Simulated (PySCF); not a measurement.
# Exercise with solution: chemical shift, span and skew from a shielding tensor

C₃HBr₂Cl, SMILES BrC(Br)=C=CCl. Atoms are numbered in the order given.

```xyz
7

Cl     3.5966     0.3827     0.0000
C      2.3274    -0.7888     0.0000
C      1.0574    -0.4765     0.0000
C     -0.2109    -0.1747     0.0000
Br    -1.1838     0.0566    -1.5957
Br    -1.1838     0.0566     1.5957
H      2.6807    -1.8251     0.0000
```

Geometry: PBE0-D3(BJ)/def2-SVP. The structure was generated by enumeration, and PubChem lists no compound with its InChIKey, so it may never have been made.

GIAO shieldings from PySCF with PBE/pcSseg-1, non-relativistic, no solvent. The symmetric part of the tensor of C3 has the principal values -54.5, -35.7, -22.6 ppm. The same nucleus in TMS has σ = 182.0 ppm at this level (PySCF, at its B3LYP-D3(BJ)/def2-TZVP geometry). Without spin–orbit terms, shifts of atoms bonded to Cl or Br come out too high.

Task: Work out the isotropic shielding, the ¹³C shift against TMS, the span and the skew.

Result: 
σ(iso) = (σ11 + σ22 + σ33)/3 = -37.6 ppm. δ = σ(ref) − σ(iso) = 182.0 − (-37.6) = 219.6 ppm.
Span Ω = σ33 − σ11 = 31.9 ppm. Skew κ = 3(σ(iso) − σ22)/Ω = -0.18. Tumbling in solution averages the tensor to δ; in a static solid the shielding alone would spread this spin-1/2 line over Ω.
